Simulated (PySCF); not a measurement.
## Partial charges of `C=CC/C=C/C(F)(F)C(F)(F)F`

C7H7F5.
Structure used (GFN2-xTB), in Å, numbered top down from 1:
```
atom  x, y, z in Å
C1     3.5094    0.8243   -0.2330
C2     2.3496    0.5697    0.3410
C3     1.6085   -0.7323    0.2127
C4     0.2830   -0.4989   -0.4295
C5    -0.8810   -0.7835    0.1338
C6    -2.1970   -0.5099   -0.5254
F7    -2.0740   -0.1512   -1.8253
F8    -3.0034   -1.6050   -0.5133
C9    -2.9554    0.6306    0.2103
F10   -2.2098    1.7401    0.2418
F11   -3.2055    0.2867    1.4766
F12   -4.1134    0.9383   -0.3633
H13    4.0072    1.7711   -0.1131
H14    4.0175    0.0935   -0.8412
H15    1.8546    1.3177    0.9453
H16    2.1880   -1.4177   -0.4100
H17    1.4724   -1.1810    1.1992
H18    0.3111   -0.0476   -1.4123
H19   -0.9715   -1.2353    1.1103
```

Density: PBE0/pcSseg-1 (PySCF); schemes: Mulliken, IAO, Hirshfeld and ESP-fitted. The structure is a single GFN2-xTB conformer in the gas phase; no vibrational or solvent corrections.

Task: Atoms with like bonding are taken together and averaged. Do the Mulliken, IAO, Hirshfeld and ESP-fitted schemes agree on where the charge is highest?

Result: All schemes agree: Mulliken C9 (+0.799); IAO C9 (+0.783); Hirshfeld C9 (+0.238); ESP-fitted C9 (+0.439).

Task: Do the Mulliken, IAO, Hirshfeld and ESP-fitted schemes agree on where the charge is lowest?

Result: The schemes don't all agree: Mulliken F7/F8 (-0.283); IAO C1 (-0.315); Hirshfeld C1 (-0.099); ESP-fitted C1 (-0.500).

Task: At which atom do the 4 schemes differ most?

Result: At C9: from +0.238 (Hirshfeld) to +0.799 e (Mulliken), 0.561 e apart.

Task: Tabulate the Mulliken, IAO, Hirshfeld and ESP-fitted charges.

Result: In e; atoms taken as equivalent share a row and are averaged (×n: the atom named and its like, n in all):

```csv
atom,environment,Mulliken,IAO,Hirshfeld,ESP-fitted
C1,terminal =CH2 carbon,-0.138,-0.315,-0.099,-0.500
C2,alkene CH carbon,-0.240,-0.131,-0.034,-0.055
C3,allylic carbon,-0.134,-0.265,-0.062,-0.163
C4,alkene CH carbon,-0.102,-0.090,-0.016,-0.009
C5,alkene CH carbon,-0.217,-0.221,-0.090,-0.339
C6,CF2 carbon,+0.487,+0.532,+0.159,+0.296
F7/F8,fluorine of a CF2 group,-0.283,-0.285,-0.090,-0.161
C9,CF3 carbon,+0.799,+0.783,+0.238,+0.439
F10/F11/F12,fluorine of a CF3 group,-0.257,-0.270,-0.087,-0.153
H13,vinylic hydrogen,+0.123,+0.156,+0.050,+0.198
H14,vinylic hydrogen,+0.112,+0.146,+0.047,+0.211
H15,vinylic hydrogen,+0.113,+0.149,+0.046,+0.133
H16/H17,methylene hydrogen,+0.138,+0.153,+0.052,+0.112
H18,vinylic hydrogen,+0.124,+0.164,+0.047,+0.150
H19,vinylic hydrogen,+0.133,+0.166,+0.050,+0.195
```

Mean size of the charges over all atoms: IAO 0.253 e, Mulliken 0.228 e, ESP-fitted 0.194 e, Hirshfeld 0.078 e. Each set sums to the total charge, 0, to within 0.001 e. The Mulliken scheme gives each basis function's population to the atom it is centred on and halves the overlap population of two atoms between them.

Task: How many electrons does the Mulliken scheme count on C3?

Result: Z − q = 6 − (-0.134) = 6.134.

Task: Sum the charges by element.

Result: 
```json
{"element": "C", "atoms": "7", "Mulliken": "+0.456", "IAO": "+0.292", "Hirshfeld": "+0.096", "ESP-fitted": "-0.332"}
{"element": "F", "atoms": "5", "Mulliken": "-1.337", "IAO": "-1.378", "Hirshfeld": "-0.441", "ESP-fitted": "-0.780"}
{"element": "H", "atoms": "7", "Mulliken": "+0.881", "IAO": "+1.087", "Hirshfeld": "+0.344", "ESP-fitted": "+1.112"}
```
